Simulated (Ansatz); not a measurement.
Ansatz (an electronic-structure program) input (RI-MP2/def2-QZVPPD):
A basis named .json is the Basis Set Exchange file of that set.

Ansatz 0.2 input:
```yaml
crystal:
  periodic: [false, false, false]
  atoms:
    - {symbol: Ga, position_ang: [-0.00000000, -0.00000000, -0.38781025]}
    - {symbol: F, position_ang: [0.00000000, 0.00000000, 1.33579087]}
basis:
  gaussian:
    orbitals: def2-QZVPPD.json
    fitting: {mean_field: def2-universal-jkfit, correlation: def2-QZVPPD-RIFIT.json}
total_charge: 1
magnetization: {spin_polarized: true, initial_magnetization: 1}
correlation: {method: mp2, electrons: outside_noble_gas}
```

Output:

```
Functional definition: HF
integrals: 0.10 GiB planned
343 factors; integrals over basis functions are off by at most 1.4e0 eV
471 factors; integrals over basis functions are off by at most 6.2e0 eV
mean field: 0.38 GiB planned
mean field evaluation 1: about -55024.2646 eV, gradient 5.9e1 eV
mean field evaluation 2: about -55023.6673 eV, gradient 6.1e1 eV
mean field evaluation 4: about -55034.8950 eV, gradient 2.1e0 eV
mean field evaluation 8: about -55034.9290 eV, gradient 2.0e-6 eV
mean field evaluation 16: about -55027.0240 eV, gradient 1.9e0 eV
mean field -55034.92899969 eV, -2022.4963367239 hartree, gradient 2.0e-6 eV, S^2 0.757567; 0 other end points of the search recorded, 0 dependent functions left out
15 core orbitals not correlated, not the lowest: weight in the atoms' cores, before any rotation towards them, 0.924 or more for the frozen orbitals, at most 0.072 for the correlated occupied ones
reference -55034.92899969 eV, -2022.4963367239 hartree; 5, 4 occupied and 141, 142 virtual orbitals, 471 factors
second order -8.49769088 eV of doubles, -0.00000000 eV of singles
Total energy: -55043.42669057 eV, -2022.8086211037 hartree
```
